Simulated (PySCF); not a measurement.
# Correlation energy of Sb²⁺ (antimony, charge +2)

[Kr] 4d10 5s2 5p1, 2P determinant. All numbers are calculated (PySCF 2.14, the spin-free X2C one-electron Hamiltonian (Gaussian nucleus), in x2c-SVPall (6s5p3d, 36 functions)). Frozen: [Kr] 4d10; 3 electrons correlated.

MP2 pair energies summed by pair of shells (mhartree):

```tsv
pair	energy	share (%)
5s-5s	-15.91	60.1
5s-5p	-10.57	39.9
```

Total MP2 correlation energy: -26.48 mhartree.

Same-spin part -1.74 and opposite-spin part -24.74 mhartree; SCS-MP2 scales them by 1/3 and 6/5 to -30.26 mhartree.

| level | correlation energy (mhartree) |
| --- | --- |
| CCSD | -39.32 |
| (T) | -0.28 |
| CCSD(T) | -39.60 |

Diagnostics: T1 = 0.0077, D1 = 0.0187, largest double amplitude 0.096.

Cost of the coupled-cluster step: 0.13 s of wall time on 1 thread of Neoverse-N1 (shared host), for 3 correlated electrons.
